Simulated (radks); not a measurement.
Problem. Radial electron density D(r) = 4 pi r^2 rho(r) of an atom or ion with 34 electrons. All-electron calculation, scalar-relativistic Kohn-Sham, PBE, spin-unpolarised, spherical densities, point nucleus. Program: a radial shooting solver on a logarithmic mesh with Libxc functionals.

r (bohr)  D(r) (e/bohr)
0.00367           4.518
0.004779          6.964
0.006273          10.61
0.008168          15.49
0.01072           21.93
0.01396           29.17
0.01832           36.53
0.02386           41.80
0.03107           43.38
0.04078           40.73
0.0531            36.65
0.0697            36.24
0.09076           42.44
0.1191            50.47
0.1551            49.68
0.202             38.36
0.2651            28.52
0.3452            30.69
0.4532            35.08
0.5901            28.54
0.7745            15.38
1.009             7.210
1.313             4.908
1.724             3.943
2.245             2.313
2.946            0.8230
3.836            0.1796
5.035           0.01940
6.557         0.0009616

What is the nuclear charge?

Solution. Z = 35. The innermost maximum, from 1s, lies near gamma/Z bohr with gamma = sqrt(1 - (Z/c)^2) = 0.967, here 0.0276 bohr (found: 0.0299), and its height grows with Z. The density is that of the bromine ion Br+ in [Ar] 3d10 4s2 4p4; the configuration itself is not fixed sharply by these data, and Z only to about a unit. D(r) has 3 maxima, at r = 0.0299, 0.134, 0.450 bohr, and minima at 0.0623, 0.285 bohr, inside which lie 2.07, 11.01 electrons.
